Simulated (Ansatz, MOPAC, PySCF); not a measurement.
Torsion H3–Ge1–Se2–H6 in GeH4Se (SMILES [GeH3][SeH]); at each angle all else is relaxed with GFN2-xTB, and the levels are single points there.
Geometry at 60° (charge 0, multiplicity 1):
```xyz
6

Ge    -0.579    -0.020    -0.014
Se     1.578    -0.811    -0.279
H     -0.811     1.214    -0.838
H     -1.509    -1.098    -0.470
H     -0.867     0.305     1.423
H      2.189     0.400     0.206
```

On the grid 0° to 120°, 120° is the highest and 60° the lowest point at MP2/CBS(cc-pVTZ, cc-pVQZ) + ΔCCSD(T)/cc-pVTZ.

Correlated levels freeze the cores. Filled d and f shells under p-block atoms count as core. CBS: X⁻³ extrapolation of the correlation energy, Hartree–Fock from the larger set. Rows in 3-21G, 6-31G*, STO-3G carry no dispersion term and start afresh at each structure (6-31G* with six Cartesian d functions); the Pople sets are all-electron and without relativity. MP2/6-31G* freezes PySCF's default core, which leaves 3d correlated. The state reached by PM7 isn't checked; PM7 holds dispersion and hydrogen-bond terms.

The values were computed with Ansatz (a quantum-chemistry and plane-wave program); MOPAC for PM7 (differences of heats of formation); PySCF for 3-21G rows, 6-31G* rows, STO-3G rows, the dispersion terms. Each number belongs to the level named beside it.

Other levels give for the energy at 120° less that at 60°: PBE/def2-TZVPP 0.58; B3LYP/def2-TZVPP 0.60; B3LYP-D3(BJ)/def2-TZVPP 0.61; wB97M-V/def2-TZVPP 0.61; MP2/CBS(cc-pVTZ, cc-pVQZ) + ΔCCSD(T)/cc-pVTZ 0.59 kcal/mol.

Common cheap choices:

```tsv
level	energy at 120° less that at 60° (kcal/mol)	less 0.59 (MP2/CBS(cc-pVTZ, cc-pVQZ) + ΔCCSD(T)/cc-pVTZ)
PM7	0.35	-0.25
HF/STO-3G	0.47	-0.13
HF/3-21G	0.72	0.13
BP86/6-31G*	0.65	0.06
B3LYP/3-21G	0.79	0.20
B3LYP/6-31G*	0.65	0.06
M06-2X/6-31G*	0.62	0.03
MP2/6-31G*	0.73	0.14
```
